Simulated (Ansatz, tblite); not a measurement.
Forces on SiBr2H2 (SiH2Br2) at its PBE-D4/def2-TZVP geometry. Charge 0, multiplicity 1.

The xTB rows come from tblite.

GFN1-xTB (tblite), largest force 0.91 eV/Å:

```xyz
5
positions Å, forces eV/Å
Si   -0.024   -0.146   -0.092   -0.127   -0.758   -0.479
Br    1.186    1.590   -0.778    0.163    0.199   -0.126
Br   -0.881    0.228    1.926   -0.129    0.007    0.257
H     0.866   -1.333   -0.009   -0.468    0.530   -0.091
H    -1.147   -0.340   -1.047    0.561    0.022    0.440
```

GFN2-xTB (tblite), largest force 0.74 eV/Å:

```
Si -0.104 -0.620 -0.391
Br -0.180 -0.205 0.153
Br 0.148 0.011 -0.276
H -0.370 0.623 0.031
H 0.507 0.191 0.483
```

PBE-D4/def2-TZVP (Ansatz), largest force 0.00 eV/Å:

```
Si 0.000 0.003 0.002
Br -0.002 -0.004 0.001
Br 0.002 -0.001 -0.004
H 0.000 0.001 0.000
H 0.001 0.000 0.001
```
